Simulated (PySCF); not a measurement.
Excitations are Tamm–Dancoff values on a coarser integration grid. The basis has no diffuse functions, so Rydberg states are missing or too high.

Cartesian coordinates (Å):
SMILES: [NH2][Ga]([NH2])[Br]
```xyz
8

N     -1.5624    -0.4967    -0.0681
Ga    -0.0343     0.4546    -0.0362
N      1.6181    -0.2413     0.1270
Br    -0.2058     2.7281    -0.2174
H     -2.4649    -0.0575    -0.1055
H     -1.6155    -1.4900     0.0715
H      2.4445     0.3278     0.0839
H      1.8202    -1.2250     0.1448
```
Charge 0, spin multiplicity 1.

**Question.** What brightest of the four lowest singlets (TDA), LUMO and S1–T1 gap (TDA) does TPSSh-D3(BJ)/def2-TZVP // CAM-B3LYP-D3(BJ)/def2-TZVP run with PySCF give?

**Answer.** 
```json
{
 "brightest of the four lowest singlets (TDA)": "6.72 eV",
 "LUMO": "-0.70 eV",
 "S1–T1 gap (TDA)": "0.36 eV"
}
```
